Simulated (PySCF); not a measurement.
B₂H₄, SMILES BB. Coordinates come from a B3LYP-D3(BJ)/def2-TZVP optimisation.

PySCF with TDDFT-PBE/def2-TZVPD puts the lowest singlet excitations at 4.86, 4.86, 6.01, 6.12, 6.24, 6.86 eV.

### Question
What are the lowest excitation roots from ADC(2)/aug-cc-pVDZ (PySCF)? (An estimate is asked for; the answer gives what the named calculation found.)

### Answer
5.38, 5.38, 6.48, 6.62, 8.12, 8.49 eV. S1 differs by 0.52 eV (second minus first; roots are paired by order, and the bases may differ).
